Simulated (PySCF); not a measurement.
imidazole cation (C₃H₄N₂), SMILES c1c[nH]cn1 (connectivity only; charge and spin as stated), charge +1, multiplicity 2. Atoms are numbered in the order given.

```xyz
9

C     -0.5885     1.0231     0.0000
C     -1.1089    -0.3406     0.0000
N     -0.0266    -1.1149     0.0000
C      1.0794    -0.2844     0.0000
N      0.7306     0.9997     0.0000
H     -1.1779     1.9439     0.0000
H     -2.1327    -0.7214     0.0000
H     -0.0123    -2.1357     0.0000
H      2.1029    -0.6693     0.0000
```
Charge +1, spin multiplicity 2.

Coordinates come from a PBE0-D3(BJ)/def2-SVP optimisation. The spin state was assumed, not searched.

Method: CAM-B3LYP/def2-TZVP (PySCF).

ESP charges are fitted to the potential on shells at 1.4 to 2.0 van der Waals radii. Atomic charges (e):

| atom | Mulliken | Löwdin | ESP fit | Mulliken spin |
|---|---|---|---|---|
| C1 | 0.02 | [?] | 0.35 | 0.32 |
| C2 | 0.07 | [?] | 0.03 | 0.46 |
| N3 | -0.16 | 0.24 | -0.24 | -0.07 |
| C4 | 0.16 | -0.08 | 0.40 | 0.44 |
| N5 | -0.16 | [?] | -0.44 | -0.10 |
| H6 | 0.24 | 0.17 | 0.14 | -0.01 |
| H7 | 0.26 | [?] | 0.22 | -0.01 |
| H8 | 0.31 | 0.24 | 0.37 | 0.00 |
| H9 | 0.25 | 0.17 | 0.16 | -0.01 |

### Question
What belongs in the gaps? (The exact figures need the calculation; the answer reports its results.)

### Answer

- C1, Löwdin: -0.07
- C2, Löwdin: -0.02
- N5, Löwdin: 0.17
- H7, Löwdin: 0.18

### Question
Give the Mayer and Wiberg (Löwdin basis) orders of the bonds. (An estimate is asked for; the answer gives what the named calculation found.)

### Answer

```
bond   Mayer  Wiberg
-----  -----  ------
C1–C2   1.21    1.37
C2–N3   1.37    1.67
N3–C4   1.14    1.43
C1–N5   1.52    1.83
C4–N5   1.43    1.76
C1–H6   0.93    0.86
C2–H7   0.90    0.86
N3–H8   0.88    0.84
C4–H9   0.92    0.87
```
